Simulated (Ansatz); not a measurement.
Species: AuCl, net charge 0, triplet state. The spin state was set by rule; other spins were not relaxed. 
Geometry from a B3LYP-D3(BJ)/def2-TZVP (Ansatz, a first-principles code) optimisation:
```
Au
Cl 1 2.3959
```
Charge 0, spin multiplicity 3.

Basis-set convergence of Hartree-Fock and CCSD correlation energies (hartree) with Ansatz. Correlated levels leave the core frozen unless marked. Open shells are spin-unrestricted. Spin-orbit coupling is left out. Frozen are the shells of the preceding noble gas and the d and f shells that filled before the atom's block. Past Kr the def2 sets carry scalar-relativistic core potentials.

| basis | functions | E(HF) | E(corr, CCSD) |
|---|---|---|---|
| def2-SVP | 50 | -594.07677 | -0.38909 |
| def2-TZVPP | 98 | -594.25849 | -0.53471 |
| def2-QZVPP | 158 | -594.27529 | -0.57342 |

Extrapolating the two largest sets (X = 3 and 4) as X^-3: E(corr) = (64·(-0.57342) - 27·(-0.53471))/37 = -0.6017 Eh, an estimate of the basis-set limit. The largest set recovers 95.3 % of it, the smallest 64.7 %.
